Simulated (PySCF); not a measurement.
These are PySCF with PBE-D3(BJ)/def2-TZVP // B3LYP-D3(BJ)/def2-TZVP values and carry that method's errors. Gas-phase values, no solvent. 

Reference species (SMILES): `F[C](F)F` (neutral, multiplicity 2).

* **dipole moment**: 0.12 D

Changed species: `[CH2]F` (radical fragment; the reference has radical fragment).

Problem. Predict the effect on the dipole moment.

Solution. the dipole moment rises by 1.07 D, to 1.19 D.
